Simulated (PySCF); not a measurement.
CH3Cl3Si, SMILES C[Si](Cl)(Cl)Cl.

Geometry optimised at B3LYP-D3(BJ)/def2-SVP. The isomer is the one that the SMILES or the coordinates give; other isomers of the formula were not compared.

Computed with PBE/def2-TZVP in PySCF.

Symmetry labels are those of the subgroup Cs that the program uses (full group C3v).

Computed valence orbital energies around the gap with their symmetry:
| orbital | symmetry | energy (eV) |
|---|---|---|
| HOMO−7 | A' | -10.04 |
| HOMO−6 | A' | -9.87 |
| HOMO−5 | A" | -8.61 |
| HOMO−4 | A' | -8.61 |
| HOMO−3 | A' | -8.03 |
| HOMO−2 | A" | -8.03 |
| HOMO−1 | A' | -7.98 |
| HOMO | A" | -7.74 |
| LUMO | A' | -1.08 |
| LUMO+1 | A' | -0.14 |
| LUMO+2 | A" | -0.14 |
| LUMO+3 | A' | 0.32 |
